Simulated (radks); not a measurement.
Species: Sn II. Configuration: [Kr] 4d10 5s2 5p1. Calculated with a radial shooting solver on a logarithmic mesh with Libxc functionals: scalar-relativistic Kohn-Sham, LDA (Slater exchange, Perdew-Wang correlation), spin-polarised, spherical densities, finite nucleus; open shells are filled with parallel spins first (spin-orbit coupling, left out, can overturn this in heavy ions); Fermi nuclear charge, rms radius 4.6519 fm.

Normalised radial functions P(r) = r R(r), r in bohr:

| r | 4p up | 5s down | 5p down |
|---|---|---|---|
| 0.004793 | 0.0157 | 0.0650 | 0.0044 |
| 0.007623 | 0.0349 | 0.0849 | 0.0097 |
| 0.01222 | 0.0763 | 0.0986 | 0.0213 |
| 0.01944 | 0.1544 | 0.0887 | 0.0431 |
| 0.03091 | 0.2799 | 0.0326 | 0.0780 |
| 0.04956 | 0.4185 | -0.0759 | 0.1165 |
| 0.07882 | 0.4113 | -0.1608 | 0.1138 |
| 0.1264 | 0.0283 | -0.0680 | 0.0057 |
| 0.201 | -0.5671 | 0.1854 | -0.1588 |
| 0.3222 | -0.4826 | 0.1620 | -0.1219 |
| 0.5124 | 0.6121 | -0.2712 | 0.1895 |
| 0.815 | 1.2170 | -0.2471 | 0.2476 |
| 1.307 | 0.6429 | 0.4473 | -0.2217 |
| 2.078 | 0.1193 | 0.7532 | -0.6276 |
| 3.332 | 0.0055 | 0.4091 | -0.5378 |
| 5.299 | 0.0000 | 0.0787 | -0.1961 |
| 8.495 | 0.0000 | 0.0033 | -0.0221 |
| 13.51 | 0.0000 | 0.0000 | -0.0005 |

4p up: eigenvalue -97.617 eV, 2 radial nodes at r = 0.129, 0.406 bohr, <r> = 0.886 bohr, 90 % of the charge inside 1.30 bohr. 5s down: eigenvalue -17.805 eV, 4 radial nodes at r = 0.0363, 0.144, 0.390, 0.983 bohr, <r> = 2.29 bohr, 90 % of the charge inside 3.37 bohr. 5p down (empty): eigenvalue -10.140 eV, 3 radial nodes at r = 0.128, 0.394, 1.08 bohr, <r> = 2.89 bohr, 90 % of the charge inside 4.32 bohr.
